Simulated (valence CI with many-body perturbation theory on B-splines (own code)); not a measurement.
Re LXIX: magnetic and hyperfine properties of the levels

Calculated by configuration interaction combined with many-body perturbation theory (CI+MBPT): five valence electrons over a frozen Dirac-Fock core [He], radial functions for each j: 9 s, 9 p, 8 d, 6 f, 3 g, 1 h, with the one-electron correlation potential Σ1 (screened to all orders), the two-electron term Σ2, the three-electron term Σ3, Breit, model QED; selected single and double excitations, second order for the rest (own B-spline code, finite nucleus).

No measured spectrum was set against this ion. As an estimate, large intervals hold to a few tenths of a per cent, small ones and those within an open d or f shell to about a per cent. Among the levels kept, up to 1200 cm⁻¹ of a level comes from second order outside the variational space, and about a tenth of that is noise between levels of different J, which matters for small intervals.

A/g_I is the dipole constant over the nuclear g factor μ/I (μ in nuclear magnetons, uniformly magnetised nucleus), B/Q the quadrupole constant per barn. Both hold the static response of the core; the bare values leave it out. Large factors of s and p1/2 electrons are usually good to 5 to 10 %; those of open d and f shells near neutrality can be off by tens of per cent, and small factors of p3/2, d and f electrons come from cancelling terms and can be off by a factor of two or in sign, in half-filled shells by more. B is blank for J = 1/2, where it vanishes, and for nearly pure S terms. Energies count from the lowest level.

Levels are named by their leading jj configuration (3d3/2^4 stands for four electrons in 3d with j = 3/2), which in mixed levels can hold well under half, so a name can repeat and another be missing. Letters in brackets count levels of one name in rising energy.

| Level | E (eV) | g | A/g_I (MHz) | A/g_I bare | B/Q (MHz/b) | B/Q bare |
| --- | --- | --- | --- | --- | --- | --- |
| (2s^2 2p1/2^2 2p3/2) J=3/2 | 0 | 1.310 | 856000 | 875000 | 1680000 | 1680000 |
| (2s^2 2p1/2 2p3/2^2) J=3/2 | 1478 | 1.432 | -552000 | -524000 | 85500 | 85600 |
| (2s^2 2p1/2 2p3/2^2) J=5/2 | 1501 | 1.160 | 2290000 | 2300000 | -4750 | -4760 |
| (2s^2 2p1/2 2p3/2^2) J=1/2 | 1555 | 0.614 | 7990000 | 7960000 |  |  |
| (2s 2p1/2^2 2p3/2^2) J=5/2 | 1832 | 1.440 | 5520000 | 5490000 | 201000 | 201000 |
| (2s 2p1/2^2 2p3/2^2) J=1/2 | 1940 | 1.991 | 2.42e+07 | 2.39e+07 |  |  |
| (2s 2p1/2^2 2p3/2^2) J=3/2 | 1941 | 1.168 | -3820000 | -3740000 | -171000 | -172000 |
| (2s^2 2p3/2^3) J=3/2 | 3036 | 1.285 | 883000 | 901000 | -1770000 | -1770000 |
| (2s 2p1/2 2p3/2^3) J=3/2 [a] | 3338 | 1.585 | 5590000 | 5560000 | -1340000 | -1340000 |
| (2s 2p1/2 2p3/2^3) J=5/2 | 3379 | 1.280 | 6980000 | 6940000 | -1920000 | -1930000 |
| (2s 2p1/2 2p3/2^3) J=1/2 | 3446 | 1.342 | -9280000 | -9140000 |  |  |
| (2s 2p1/2 2p3/2^3) J=3/2 [b] | 3454 | 1.004 | 170000 | 212000 | -554000 | -555000 |
| (2p1/2^2 2p3/2^3) J=3/2 | 3845 | 1.297 | 828000 | 865000 | -1710000 | -1710000 |
| (2s 2p3/2^4) J=1/2 | 4943 | 1.880 | 2.44e+07 | 2.41e+07 |  |  |
| (2p1/2 2p3/2^4) J=1/2 | 5353 | 0.614 | 8020000 | 7970000 |  |  |
| (2s^2 2p1/2^2 3s) J=1/2 | 9050 | 1.989 | 6960000 | 6900000 |  |  |
| (2s^2 2p1/2^2 3p1/2) J=1/2 | 9157 | 0.644 | 2360000 | 2350000 |  |  |
| (2s^2 2p1/2^2 3p3/2) J=3/2 | 9609 | 1.320 | 252000 | 259000 | 506000 | 507000 |
| (2s^2 2p1/2^2 3d3/2) J=3/2 | 9701 | 0.782 | 147000 | 147000 | 88900 | 89500 |
| (2s^2 2p1/2^2 3d5/2) J=5/2 | 9826 | 1.187 | 52500 | 52600 | 87200 | 88000 |
| (2s^2 2p1/2 2p3/2 3s) J=3/2 [a] | 10544 | 1.651 | 1450000 | 1460000 | 1090000 | 1090000 |
| (2s^2 2p1/2 2p3/2 3s) J=1/2 | 10555 | 1.292 | -3550000 | -3490000 |  |  |
| (2s^2 2p1/2 2p3/2 3s) J=5/2 | 10564 | 1.303 | 3530000 | 3530000 | 1640000 | 1640000 |
| (2s^2 2p1/2 2p3/2 3s) J=3/2 [b] | 10571 | 0.949 | 2070000 | 2090000 | 965000 | 967000 |
| (2s^2 2p1/2 2p3/2 3p1/2) J=1/2 | 10650 | 1.728 | -2010000 | -1960000 |  |  |
| (2s^2 2p1/2 2p3/2 3p1/2) J=3/2 [a] | 10656 | 1.123 | 1600000 | 1610000 | 341000 | 342000 |
| (2s^2 2p1/2 2p3/2 3p1/2) J=5/2 | 10670 | 1.039 | 2620000 | 2620000 | 1630000 | 1630000 |
| (2s^2 2p1/2 2p3/2 3p1/2) J=3/2 [b] | 10713 | 1.301 | 1320000 | 1340000 | 1670000 | 1670000 |
| (2s 2p1/2^2 2p3/2 3s) J=5/2 | 10855 | 1.586 | 6710000 | 6670000 | 1690000 | 1690000 |
| (2s 2p1/2^2 2p3/2 3s) J=3/2 [a] | 10885 | 1.421 | 7550000 | 7500000 | 922000 | 923000 |
| (2s 2p1/2^2 2p3/2 3s) J=1/2 | 10953 | 0.828 | -8840000 | -8690000 |  |  |
| (2s 2p1/2^2 2p3/2 3s) J=3/2 [b] | 10963 | 1.368 | -1940000 | -1880000 | 1230000 | 1240000 |
| (2s 2p1/2^2 2p3/2 3p1/2) J=3/2 [a] | 10973 | 1.656 | 7610000 | 7560000 | 1160000 | 1170000 |
| (2s 2p1/2^2 2p3/2 3p1/2) J=5/2 | 10974 | 1.325 | 5820000 | 5790000 | 1650000 | 1660000 |
| (2s 2p1/2^2 2p3/2 3p1/2) J=1/2 | 11062 | 1.254 | -7390000 | -7260000 |  |  |
| (2s 2p1/2^2 2p3/2 3p1/2) J=3/2 [b] | 11063 | 0.958 | -2580000 | -2520000 | 971000 | 973000 |
| (2s^2 2p1/2 2p3/2 3p3/2) J=5/2 [a] | 11093 | 1.404 | -417000 | -399000 | 1770000 | 1780000 |
| (2s^2 2p1/2 2p3/2 3p3/2) J=1/2 [a] | 11098 | 1.546 | -2020000 | -2000000 |  |  |
| (2s^2 2p1/2 2p3/2 3p3/2) J=3/2 [a] | 11103 | 1.125 | 2550000 | 2540000 | -1080000 | -1080000 |
| (2s^2 2p1/2 2p3/2 3p3/2) J=7/2 | 11109 | 1.213 | 1630000 | 1640000 | 2170000 | 2170000 |

Q: Take the isotope of mass number 187, with I = 5/2, μ = 3.209 μN and Q = 1.94 b. What is the hyperfine structure of (2s^2 2p3/2^3) J=3/2?

A: From the table A = 1130000 MHz, B = -3430000 MHz. Shifts from the centre of gravity in MHz: F = 1: -8330000, F = 2: -3330000, F = 3: 1600000, F = 4: 3380000.
